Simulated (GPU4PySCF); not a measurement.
Computed IR spectrum (relative IR intensity) of a molecule C13H10N2. Coordinates come from a r2SCAN-D4/def2-TZVP optimisation. Other conformers were not sampled. Level of theory: r2SCAN-D4/def2-TZVP (GPU4PySCF). No scaling factor is applied to the harmonic values.

```json
[
 {"ν (cm⁻¹)": "434", "relative intensity": "5.1"},
 {"ν (cm⁻¹)": "479", "relative intensity": "2.7"},
 {"ν (cm⁻¹)": "531", "relative intensity": "9.1"},
 {"ν (cm⁻¹)": "587", "relative intensity": "5.2"},
 {"ν (cm⁻¹)": "631", "relative intensity": "2.2"},
 {"ν (cm⁻¹)": "715", "relative intensity": "22"},
 {"ν (cm⁻¹)": "719", "relative intensity": "12"},
 {"ν (cm⁻¹)": "753", "relative intensity": "49"},
 {"ν (cm⁻¹)": "772", "relative intensity": "29"},
 {"ν (cm⁻¹)": "804", "relative intensity": "14"},
 {"ν (cm⁻¹)": "848", "relative intensity": "3.8"},
 {"ν (cm⁻¹)": "869", "relative intensity": "3.4"},
 {"ν (cm⁻¹)": "897", "relative intensity": "5.3"},
 {"ν (cm⁻¹)": "921", "relative intensity": "2.8"},
 {"ν (cm⁻¹)": "993", "relative intensity": "7.3"},
 {"ν (cm⁻¹)": "1031", "relative intensity": "7.9"},
 {"ν (cm⁻¹)": "1102", "relative intensity": "5.2"},
 {"ν (cm⁻¹)": "1160", "relative intensity": "9.5"},
 {"ν (cm⁻¹)": "1198", "relative intensity": "3.6"},
 {"ν (cm⁻¹)": "1220", "relative intensity": "38"},
 {"ν (cm⁻¹)": "1251", "relative intensity": "35"},
 {"ν (cm⁻¹)": "1303", "relative intensity": "30"},
 {"ν (cm⁻¹)": "1317", "relative intensity": "21"},
 {"ν (cm⁻¹)": "1349", "relative intensity": "4.6"},
 {"ν (cm⁻¹)": "1394", "relative intensity": "10"},
 {"ν (cm⁻¹)": "1411", "relative intensity": "14"},
 {"ν (cm⁻¹)": "1475", "relative intensity": "54"},
 {"ν (cm⁻¹)": "1486", "relative intensity": "14"},
 {"ν (cm⁻¹)": "1520", "relative intensity": "64"},
 {"ν (cm⁻¹)": "1529", "relative intensity": "100"},
 {"ν (cm⁻¹)": "1626", "relative intensity": "4.7"},
 {"ν (cm⁻¹)": "1637", "relative intensity": "49"},
 {"ν (cm⁻¹)": "1650", "relative intensity": "2.7"},
 {"ν (cm⁻¹)": "3167", "relative intensity": "2.3"},
 {"ν (cm⁻¹)": "3176", "relative intensity": "3.0"},
 {"ν (cm⁻¹)": "3180", "relative intensity": "9.1"},
 {"ν (cm⁻¹)": "3186", "relative intensity": "12"},
 {"ν (cm⁻¹)": "3191", "relative intensity": "9.4"},
 {"ν (cm⁻¹)": "3194", "relative intensity": "3.5"},
 {"ν (cm⁻¹)": "3197", "relative intensity": "13"},
 {"ν (cm⁻¹)": "3199", "relative intensity": "3.4"}
]
```

Task: Which structure fits?
A. Cc1ccc(-c2ccc(C#N)cn2)cc1
B. C#Cc1nc(-c2ccccc2)cnc1C
C. c1ccc(-n2cnc3ccccc32)cc1

Result: C, c1ccc(-n2cnc3ccccc32)cc1
